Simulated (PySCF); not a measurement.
`[PH2][GeH2][CH2]CCl`. Computed with PBE0-D3(BJ)/def2-SVP geometry optimisation, gas phase in PySCF.

```
atom  x, y, z in Å
P1     1.9718    1.0063   -0.5840
Ge2    0.7834   -0.9283   -0.0493
C3    -0.9696   -0.3618    0.6503
C4    -1.6419    0.7303   -0.1516
Cl5   -1.9643    0.2125   -1.8375
H6     2.4861    1.1718    0.7400
H7     3.1224    0.2868   -1.0313
H8     1.4972   -1.7587    1.0390
H9     0.6439   -1.7813   -1.3206
H10   -1.6216   -1.2478    0.7127
H11   -0.8139   -0.0019    1.6816
H12   -2.6130    1.0167    0.2770
H13   -1.0144    1.6312   -0.2221
```

(1) What is the longest distance between nuclei?

(2) Work out the bond lengths P1–Ge2, P1–H6, P1–H7, Ge2–H8, C3–H11, C4–Cl5, C4–H12, C4–H13 in Å.

(3) How far apart are these pairs, which share no bond: H6···H11, H8···H9, H8···H13, H9···H11?

(4) How far are the heavy atoms from their best plane (unweighted least squares)?

(5) Where is the centre of mass (commonest isotopes), and what is the radius of gyration?

(6) Give the dihedral angles H11–C3–C4–H12, H6–P1–Ge2–H8, H7–P1–Ge2–H9, H8–Ge2–C3–H10.

(7) What is the repulsion energy of the bare nuclei, Σ ZA·ZB/RAB?

(8) What are the angles H6–P1–H7, P1–Ge2–H9, C3–Ge2–H9, H8–Ge2–H9, Ge2–C3–H10, Ge2–C3–C4, C4–C3–H11, Cl5–C4–H12?

(9) Write the matrix of distances between heavy atoms (Å, lower triangle).

Results:

(1) H7···H12, 5.93 Å; the next longest distance is 5.28 Å.

(2) For P1–Ge2 the difference vector is (-1.1884, -1.9346, 0.5347) Å, of length 2.3326 Å. P1–Ge2 2.333; P1–H6 1.430; P1–H7 1.429; Ge2–H8 1.544; C3–H11 1.103; C4–Cl5 1.793; C4–H12 1.099; C4–H13 1.100 Å.

(3) H6···H11 3.627 Å (4 bonds apart); H8···H9 2.509 Å (2 bonds apart); H8···H13 4.403 Å (4 bonds apart); H9···H11 3.782 Å (3 bonds apart).

(4) 0.590 Å rms; P1 0.37, Ge2 0.77, C3 0.27, C4 0.75, Cl5 0.61 Å (magnitudes).

(5) Mass 171.926 u; centre at (0.120, -0.153, -0.454) Å; Rg = √(Σ m r²/M) = 1.856 Å. As Ia + Ib + Ic = 2 Σ m r², the three principal moments sum to 1184.3 u·Å².

(6) H11–C3–C4–H12 -60° (synclinal); H6–P1–Ge2–H8 -32° (synclinal); H7–P1–Ge2–H9 -59° (synclinal); H8–Ge2–C3–H10 -71° (synclinal). Dihedral signs follow IUPAC: positive where, seen along the central bond, the front bond turns clockwise onto the rear one.

(7) 530.40 Eh over 78 pairs, with full nuclear charges and distances in bohr; the largest single term is 108.90 Eh (P1 with Ge2).

(8) From the scalar product of the two bond vectors; for H6–P1–H7 it is -0.1195 Å² over 1.4300 × 1.4289 Å², cos θ = -0.0585. H6–P1–H7 93.4°; P1–Ge2–H9 108.5°; C3–Ge2–H9 111.9°; H8–Ge2–H9 109.1°; Ge2–C3–H10 108.4°; Ge2–C3–C4 114.5°; C4–C3–H11 108.8°; Cl5–C4–H12 106.4°.

(9) 
```
P1    0.000
Ge2   2.333  0.000
C3    3.471  1.971  0.000
C4    3.650  2.940  1.513  0.000
Cl5   4.206  3.471  2.740  1.793  0.000
```

Not checked by PBE0-D3(BJ)/def2-SVP frequencies. One conformer, not necessarily the lowest.
